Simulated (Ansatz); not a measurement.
Kohn–Sham single points on C₃H₁₂AlN (`C[NH2+][AlH-]([CH3])[CH3]`).

```yaml
crystal:
  periodic: [false, false, false]
  atoms:
    - {symbol: C, position_ang: [0.363760, 1.043667, -1.626772]}
    - {symbol: N, position_ang: [1.034184, 0.939294, -0.323662]}
    - {symbol: Al, position_ang: [0.165461, -0.355253, 1.025504]}
    - {symbol: C, position_ang: [0.290787, -2.080368, 0.063987]}
    - {symbol: C, position_ang: [-1.628290, 0.448412, 1.255165]}
    - {symbol: H, position_ang: [0.866765, 1.741740, -2.299576]}
    - {symbol: H, position_ang: [0.336240, 0.056892, -2.087339]}
    - {symbol: H, position_ang: [-0.662328, 1.373195, -1.468176]}
    - {symbol: H, position_ang: [1.078305, 1.848633, 0.126400]}
    - {symbol: H, position_ang: [1.996795, 0.638425, -0.443088]}
    - {symbol: H, position_ang: [1.222399, -0.116917, 2.222226]}
    - {symbol: H, position_ang: [-0.001191, -2.905624, 0.723091]}
    - {symbol: H, position_ang: [1.307706, -2.309594, -0.275652]}
    - {symbol: H, position_ang: [-0.368587, -2.138408, -0.809341]}
    - {symbol: H, position_ang: [-1.591487, 1.510092, 1.526225]}
    - {symbol: H, position_ang: [-2.260714, 0.357959, 0.364822]}
    - {symbol: H, position_ang: [-2.168706, -0.052345, 2.066287]}
basis:
  gaussian: {orbitals: def2-TZVPP}
hamiltonian: {xc: hse06, dispersion: d4}
output: {orbitals: {seedname: orbitals}}
```

```sh
$ ansatz run in.yaml --threads 4 --pin off --events-out ev --progress --plain --max-ram 11315MiB
```

Output, abridged:

```
Functional definition: HSE06
1703 factors; their error is unknown
141 factors; integrals over basis functions are off by at most 3.2e-7 eV
mean field evaluation 1: about -11369.7410 eV, gradient 8.9e1 eV
mean field evaluation 2: about -11357.2462 eV, gradient 1.1e2 eV
mean field evaluation 4: about -11387.3369 eV, gradient 4.9e0 eV
mean field evaluation 8: about -11387.3957 eV, gradient 5.0e-2 eV
mean field evaluation 16: about -11387.3935 eV, gradient 2.5e-5 eV
mean field -11387.39346513 eV, -418.4789911910 hartree, gradient 2.5e-5 eV, S^2 0.000000; 0 other end points of the search recorded, 0 dependent functions left out
reference -11387.39351954 eV, -418.4789931906 hartree; 25, 25 occupied and 309, 309 virtual orbitals, 1703 factors
Total energy: -11387.65476234 eV, -418.4885936863 hartree
```

It took 4.5 s on 4 threads of an Arm Neoverse V2 on a shared host, with 1 GiB of host memory at the peak.

Changing it to `hamiltonian: {xc: {name: wB97M-V}}` and forces (abridged; 16 s):

```
Functional definition: wB97M-V
mean field evaluation 16: about -11393.5127 eV, gradient 4.8e-5 eV
mean field -11393.51269961 eV, -418.7038689105 hartree, gradient 4.8e-5 eV, S^2 0.000000
Total energy: -11393.51276029 eV, -418.7038711403 hartree
Atom 0 force    -0.142126     0.016349    -0.264045 eV/Å
Atom 1 force     0.159956     0.037828     0.177546 eV/Å
Atom 2 force     0.028250    -0.035036     0.119579 eV/Å
Atom 3 force    -0.001995    -0.024904    -0.012104 eV/Å
Atom 4 force    -0.026648     0.007254     0.003123 eV/Å
Atom 5 force    -0.046698    -0.064436     0.061715 eV/Å
Atom 6 force     0.001131     0.071430     0.032405 eV/Å
Atom 7 force     0.073545    -0.024135    -0.012500 eV/Å
Atom 8 force     0.005091    -0.033856    -0.019166 eV/Å
Atom 9 force    -0.034429     0.018193     0.005291 eV/Å
Atom 10 force    -0.076890    -0.016879    -0.088034 eV/Å
Atom 11 force     0.019756     0.050179    -0.046666 eV/Å
Atom 12 force    -0.060846     0.013220     0.015069 eV/Å
Atom 13 force     0.041613    -0.000090     0.048189 eV/Å
Atom 14 force    -0.004758    -0.060609    -0.019952 eV/Å
Atom 15 force     0.034016     0.009735     0.052911 eV/Å
Atom 16 force     0.031032     0.035757    -0.053361 eV/Å
Dipole moment:     0.349945     0.634098    -0.782586 e Å
```

The same input with `hamiltonian: {xc: {name: wB97X-V}}` (abridged; 11 s):

```
Functional definition: wB97X-V
mean field evaluation 16: about -11394.5446 eV, gradient 3.2e-5 eV
mean field -11394.54456707 eV, -418.7417893401 hartree, gradient 3.2e-5 eV, S^2 0.000000
Total energy: -11394.54456456 eV, -418.7417892479 hartree
```

Changing it to `hamiltonian: {xc: pbe0, dispersion: d4}` (abridged; 4.2 s):

```
Functional definition: PBE0
mean field evaluation 16: about -11387.8694 eV, gradient 2.5e-5 eV
mean field -11387.86940149 eV, -418.4964815296 hartree, gradient 2.5e-5 eV, S^2 0.000000
Total energy: -11388.14971532 eV, -418.5067828729 hartree
```

With the line `hamiltonian: {xc: r2scan, dispersion: d4}` and forces (abridged; 6.5 s):

```
Functional definition: r2SCAN
mean field evaluation 16: about -11393.2411 eV, gradient 3.5e-5 eV
mean field -11393.24110825 eV, -418.6938881118 hartree, gradient 3.7e-5 eV, S^2 0.000000
Total energy: -11393.33020023 eV, -418.6971621820 hartree
Atom 0 force    -0.125365     0.024713    -0.254773 eV/Å
Atom 1 force     0.062208    -0.069968     0.248919 eV/Å
Atom 2 force     0.021111     0.015880    -0.000027 eV/Å
Atom 3 force    -0.008755     0.044294     0.028129 eV/Å
Atom 4 force     0.045352    -0.027306    -0.005540 eV/Å
Atom 5 force    -0.009666    -0.010306     0.006381 eV/Å
Atom 6 force     0.004992     0.018038     0.018188 eV/Å
Atom 7 force     0.024203    -0.007386     0.006261 eV/Å
Atom 8 force     0.016635     0.029373    -0.003303 eV/Å
Atom 9 force     0.029402     0.012508    -0.011271 eV/Å
Atom 10 force    -0.021002    -0.009332    -0.014012 eV/Å
Atom 11 force     0.008520    -0.006632    -0.025959 eV/Å
Atom 12 force    -0.016401    -0.016705    -0.007747 eV/Å
Atom 13 force     0.015188    -0.022468     0.007493 eV/Å
Atom 14 force    -0.023135    -0.007767    -0.003680 eV/Å
Atom 15 force    -0.010522     0.011331     0.023475 eV/Å
Atom 16 force    -0.012766     0.021735    -0.012534 eV/Å
Dipole moment:     0.347327     0.632105    -0.782574 e Å
```

With the line `hamiltonian: {xc: {name: r2SCAN0}, dispersion: d4}` (abridged; 7.5 s):

```
Functional definition: r2SCAN0
mean field evaluation 16: about -11392.7294 eV, gradient 3.7e-5 eV
mean field -11392.72938450 eV, -418.6750826110 hartree, gradient 3.7e-5 eV, S^2 0.000000
Total energy: -11392.83209303 eV, -418.6788570800 hartree
```

HSE06 is the plane-wave form, built on full-range PBE exchange.
